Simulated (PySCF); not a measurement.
Run record: geometry optimisation, `O=C(O)c1ccc(O[SiH3])cc1`.

Computed with PBE0-D3(BJ)/def2-SVP geometry optimisation, gas phase (PySCF 2.14.0). Start geometry: GFN2-xTB. The input is one job of a driver script: a line of settings, then coordinates in Å.

Command:
```bash
OMP_NUM_THREADS=1 python probes_run.py task.json out
```

Input:
```
{"job": {"xc": "PBE0", "basis": "def2-SVP", "d3": "d3bj", "grid": 1, "kind": "geom"}, "charge": 0, "multiplicity": 1}
O      3.293043     0.190741     2.046312
C      3.011235     0.036306     0.882740
O      3.959831    -0.091898    -0.061873
C      1.636771    -0.031288     0.353668
C      0.573923     0.088949     1.248205
C     -0.727671     0.031467     0.800672
C     -0.991385    -0.148153    -0.555644
O     -2.236603    -0.211342    -1.045743
Si    -3.729187    -0.120735    -0.393897
C      0.072227    -0.268681    -1.452416
C      1.373532    -0.210826    -1.003500
H      4.834461    -0.038989     0.353603
H      0.795318     0.227685     2.295627
H     -1.554372     0.123848     1.488553
H     -4.509247    -0.279496    -1.609378
H     -3.932002    -1.196157     0.578078
H     -3.925119     1.171981     0.264151
H     -0.148772    -0.407467    -2.499305
H      2.194212    -0.303619    -1.697314
```

Question: What does the run print?

Answer: 
```
step   0  E = -785.65654765  max force = 0.030433
step   1  E = -785.66134492  max force = 0.005828
step   2  E = -785.66165372  max force = 0.005136
step   3  E = -785.66175233  max force = 0.003486
step   4  E = -785.66185588  max force = 0.002818
step   5  E = -785.66185945  max force = 0.002361
step   6  E = -785.66191381  max force = 0.001152
step   7  E = -785.66191807  max force = 0.000731
step   8  E = -785.66191979  max force = 0.000537
step   9  E = -785.66191957  max force = 0.000616
step  10  E = -785.66192165  max force = 0.000291
optimisation converged
```

Energies in Eh; «max force» is the largest Cartesian gradient component in Eh/bohr.

Question: Give the first gradient maximum in eV/Å.

Answer: With 1 Eh/bohr = 51.422 eV/Å, 1.565 eV/Å.

Question: How much energy does the optimisation release, in kJ/mol?

Answer: E(step 0) − E(last step) = 0.005374 Eh, which is 14.1 kJ/mol.

In short: final energy -785.66192 Eh after 10 steps; dipole 1.86 D.

Question: Where do the atoms end?

Answer: 0.094 Å rms from the input after alignment:
```
atom  x, y, z in Å
O1     3.2140    0.3016    2.1281
C2     2.9849    0.1610    0.9517
O3     3.9633    0.1128    0.0343
C4     1.6324    0.0269    0.3664
C5     0.5325    0.0900    1.2269
C6    -0.7596   -0.0190    0.7316
C7    -0.9670   -0.1955   -0.6435
O8    -2.1948   -0.3017   -1.1850
Si9   -3.6923   -0.2648   -0.4148
C10    0.1326   -0.2659   -1.5093
C11    1.4200   -0.1547   -1.0070
H12    4.7936    0.2067    0.5244
H13    0.7156    0.2297    2.2943
H14   -1.6107    0.0350    1.4158
H15   -4.6857   -0.4201   -1.5068
H16   -3.7970   -1.3849    0.5659
H17   -3.8780    1.0352    0.2941
H18   -0.0546   -0.4076   -2.5750
H19    2.2780   -0.2075   -1.6789
```

Cost: about 11 min of CPU time on one thread; the machine was shared, so the figure is rough.
Labels such as C1 count atoms from 1, the log's own numbers from 0.
